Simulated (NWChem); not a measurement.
# boron oxyfluoride (BOF); SMILES O=BF

All runs: NWChem. Pople sets run with spherical d functions. STO-3G and 3-21G are far too small for this property and stand as cheap habits. Structure relaxed at the PBE-D3(BJ)/def2-SVP level. Vertical excitations in the gas phase; the lowest state need not have the same character in each row.

| level | basis functions | lowest excitation, singlet (eV) | oscillator strength of that lowest state | orbital gap (eV) |
|---|---|---|---|---|
| CAM-B3LYP/3-21G, TDA | 27 | 8.56 | 0.052 | 13.10 |
| CAM-B3LYP/6-31G*, TDA | 42 | 8.73 | 0.054 | 13.26 |
| CAM-B3LYP/6-31+G*, TDA | 54 | 7.86 | 0.059 | 11.55 |
| CAM-B3LYP/def2-SVP, TDA | 42 | 8.26 | 0.064 | 12.51 |
| CAM-B3LYP/def2-SVPD, TDA | 66 | 8.00 | 0.052 | … |
| CAM-B3LYP/def2-TZVP, TDA | 93 | 7.96 | 0.058 | 11.95 |
| CAM-B3LYP/aug-cc-pVDZ, TDA | 69 | 7.87 | 0.053 | 11.55 |

**Question.** Fill in the missing entries.

**Answer.** 
- CAM-B3LYP/def2-SVPD, TDA, orbital gap (eV): 11.74
